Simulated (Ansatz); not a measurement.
**Ligand exchange: SiHBr3 + SiH3F → SiH(SiH3)Br2 + BrF**

Species: SiHBr3 `Br[SiH](Br)Br`, singlet; SiH3F `F[SiH3]`, singlet; SiH(SiH3)Br2, singlet; BrF (bromine fluoride), singlet. The partners trade Br for SiH3: Si–Br and F–SiH3 bonds give way to Si–SiH3 and F–Br.

Shapes, held fixed at every level: PBE0-D4/def2-TZVP. Programs: Ansatz 0.2.0. The zero-point and thermal change to 298 K, harmonic and unscaled (PBE0-D4/def2-TZVP), is -3.6 kJ/mol.

| level | kind | ΔH(298 K) (kJ/mol) | less CCSD(T)/def2-TZVPP |
| --- | --- | --- | --- |
| HF/def2-SVP | Hartree–Fock | +472.4 | +22.3 |
| HF/def2-TZVPP | Hartree–Fock | +483.3 | +33.2 |
| r2SCAN-D4/def2-TZVPP | meta-GGA | +444.2 | -5.9 |
| B3LYP-D4/def2-TZVPP | global hybrid | +432.5 | -17.6 |
| MP2/def2-TZVPP | perturbation theory | +479.0 | +28.9 |
| CCSD/def2-SVP | coupled cluster or CI | +443.5 | -6.6 |
| CCSD(T)/def2-TZVPP | coupled cluster or CI | +450.1 | 0.0 |

The highest level, CCSD(T)/def2-TZVPP, gives ΔH(298 K) = +450.1 kJ/mol; the levels span +432.5 to +483.3. The column of differences is taken from that level and isn't an error. No measured value is set beside it here. Relativity is left out for Br unless named. Correlated rows may include outer-core shells of Br, which these sets cover unevenly.
